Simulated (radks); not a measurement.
Ba V, 52 electrons, occupied as [Kr] 4d10 5s2 5p3.5 6p0.5 (fractional occupations, a model configuration). Calculated with a radial shooting solver on a logarithmic mesh with Libxc functionals: Dirac Kohn-Sham, LDA (Slater exchange, Perdew-Zunger correlation), spin-unpolarised, spherical densities, finite nucleus; open shells fill j = l - 1/2 first; Fermi nuclear charge, rms radius 4.8378 fm.

Radial electron density D(r) = 4 pi r^2 rho(r):

r (bohr)  D(r) (e/bohr)
0.001888          7.023
0.002559          11.35
0.00344           17.65
0.004662          26.82
0.006268          38.48
0.008427          51.97
0.01142           65.14
0.01535           73.32
0.02081           73.56
0.02798           67.79
0.03762           65.53
0.05098           76.48
0.06854           92.62
0.09289           91.65
0.1249            73.92
0.1679            71.81
0.2276            81.54
0.306             60.04
0.4146            30.43
0.5575            31.39
0.7495            28.99
1.016             14.21
1.366             7.126
1.851             3.923
2.488             1.224
3.346            0.3325
4.534            0.1224
6.096           0.01652
8.262         0.0003854

D(r) has 4 maxima, at r = 0.0180, 0.0792, 0.224, 0.629 bohr, and minima at 0.0350, 0.148, 0.464 bohr, inside which lie 2.03, 11.19, 29.03 electrons.
